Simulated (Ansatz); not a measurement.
Isolated molecules relaxed with PBE0-D4/def2-TZVP in Ansatz; ΔE leaves out vibrations. CCSD(T)/CBS is the MP2 limit (def2-TZVPP, def2-QZVPP) plus CCSD(T) − MP2 in def2-TZVPP, frozen cores. This one scheme is used for every species. Each species was taken in one conformer, which may not be the lowest.

Consider the ligand exchange at the Al–O bond: `[F][Al]([SH])[O][SiH3]` + NH₃ → `[NH2][Al]([F])[SH]` + `O[SiH3]`.

| species | HF/def2-QZVPP energy (Eh) |
| --- | --- |
| `[F][Al]([SH])[O][SiH3]` | -1105.40739 |
| NH₃ | -56.22439 |
| `[NH2][Al]([F])[SH]` | -795.37829 |
| `O[SiH3]` | -366.22391 |

**Question.** Work out ΔE.

**Answer.** ΔE = (-795.37829) + (-366.22391) − (-1105.40739) − (-56.22439) = 0.02958 Eh = +18.6 kcal/mol. CCSD(T)/CBS gives +16.5 kcal/mol.

Largest T1 diagnostic among the species: 0.012.

From PBE to PBE0 (25 % exact exchange), in def2-TZVPP and without D4, ΔE moves by +0.7 kcal/mol. Leaving LDA and LC-ωPBE aside and taking each functional with its dispersion term where it has one, the values, not all of them listed here, spread over 3.1 kcal/mol, from revPBE-D4 to BHLYP-D4. In def2-TZVPP, CCSD(T) changes the Hartree–Fock value by −1.5 kcal/mol (the triples alone add −0.2 kcal/mol) and MP2 by −1.6 kcal/mol.
